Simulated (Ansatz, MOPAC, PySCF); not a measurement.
Stepwise substitution at one centre (Al Br-SH). All species are isolated molecules in the gas phase. One relaxed conformer stands for each flexible species; it need not be the lowest. Strings in code marks are SMILES.

Quantity: vertical ionisation energy (energy after one electron is removed minus that of the parent at the parent's geometry), in eV.

Level 1: frozen-core MP2/cc-pVTZ // B3LYP-D3(BJ)/def2-TZVP (Ansatz, a quantum-chemistry and plane-wave program)
Level 2: minus the HOMO energy of PM7 // B3LYP-D3(BJ)/def2-TZVP (MOPAC)
Level 3: minus the HOMO energy of SVWN5/6-31G* // B3LYP-D3(BJ)/def2-TZVP (PySCF)
Level 4: HF/cc-pVTZ // B3LYP-D3(BJ)/def2-TZVP (Ansatz)

```tsv
species	level 2	level 3	level 4
`[SH][Al]([Br])[Br]` (H–S–Al–Br torsion 0°)	10.29	7.09	9.42
`[SH][Al]([SH])[SH]`	10.12	6.55	9.05
`[SH][Al]([SH])[Br]` (H–S–Al–Br torsion -180°, Br–Al–S–H torsion 0°)	10.22	6.75	9.25
```

Problem. What does level 1 give for each, and how far do the other levels lie from it on average?

Solution. 
- `[SH][Al]([Br])[Br]` (H–S–Al–Br torsion 0°): 10.51
- `[SH][Al]([SH])[SH]`: 10.15
- `[SH][Al]([SH])[Br]` (H–S–Al–Br torsion -180°, Br–Al–S–H torsion 0°): 10.34
Mean absolute difference from level 1, which has limits of its own, over these rows (drawn at random from the members that have all these levels): level 2 0.123 eV, level 3 3.54 eV, level 4 1.10 eV.
